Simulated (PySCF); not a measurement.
Ligand exchange on a metal centre used in film growth or etching (Zn CH3-H). Isolated molecules, 0 K electronic values unless said otherwise. One relaxed conformer stands for each flexible species; it need not be the lowest.

The charge on the central atom (meta-Löwdin) from two functionals at the same geometries (BP86-D3(BJ)/def2-SVP), both in PySCF: PBE-D3(BJ)/def2-TZVP and TPSSh-D3(BJ)/def2-TZVP. 

```tsv
species	TPSSh-D3(BJ)/def2-TZVP (e)
0 of 2 CH3 replaced by H	1.04
1 of 2 CH3 replaced by H	0.96
2 of 2 CH3 replaced by H ([Zn(H)2])	0.88
```

### Question
What does PBE-D3(BJ)/def2-TZVP give for each?

### Answer

- 0 of 2 CH3 replaced by H: 1.01
- 1 of 2 CH3 replaced by H: 0.92
- 2 of 2 CH3 replaced by H ([Zn(H)2]): 0.83
Over these rows, drawn at random from the members with no instability flagged (it was tested for open shells, ions and some series alone), PBE minus TPSSh-D3(BJ): mean -0.04 e, from -0.05 e to -0.03 e.
